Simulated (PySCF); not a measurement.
Geometry:
```csv
atom,x (Å),y (Å),z (Å)
O1,2.144,-0.767,0.133
C2,1.027,-0.034,-0.283
C3,-0.221,-0.360,0.556
C4,-1.424,0.416,0.066
F5,-2.522,0.149,0.789
F6,-1.237,1.744,0.137
F7,-1.730,0.144,-1.209
H8,2.396,-0.497,1.024
H9,1.223,1.047,-0.244
H10,0.856,-0.321,-1.323
H11,-0.449,-1.425,0.488
H12,-0.061,-0.097,1.605
```

Theoretical values (PySCF 2.14): NMR shieldings at PBE0/pcSseg-1/GIAO, coordinates at the GFN2-xTB level. Isolated molecule, one computed conformer, non-relativistic Hamiltonian, rapidly exchanging positions averaged.

Scale: $^{13}$C, $^{1}$H vs TMS; $^{17}$O against H2O; CFCl3 for $^{19}$F (reference shieldings calculated alike).

```tsv
atoms	nucleus	count	Hirshfeld charge	δ (ppm)
H9/H10	$^{1}$H	2	0.04	4.18
F5/F6/F7	$^{19}$F	3	-0.10	-84.3
H8	$^{1}$H	1	0.17	0.11
H11/H12	$^{1}$H	2	0.05	?
C3	$^{13}$C	1	-0.10	43.4
C4	$^{13}$C	1	0.26	?
C2	$^{13}$C	1	0.00	62.2
O1	$^{17}$O	1	-0.23	33.0
```

Estimate the values marked ?.

## Answers


- C4: 134.1 ppm, CF3 carbon; 3 electronegative neighbours deshield it
- H11/H12: 2.29 ppm, hydrogen on an sp3 CH2

The OH or NH signal is concentration- and solvent-dependent in practice; the value given is the gas-phase one. Shifts are as computed. Against solution values, carbons near 30 ppm lie about +3 ppm off and those near 130 ppm about +5 ppm. Of 1211 compounds with measured shifts, 218 miss one by over three times the rms of a fit or turn the order of signals round; such compounds aren't used in these exercises. Unscaled 19F shifts against computed CFCl3 carry errors that often reach 10 to 50 ppm. Experimental scales use liquid or dissolved standards, which lie at an offset from isolated H2O (liquid H2O: subtract about 36 ppm).
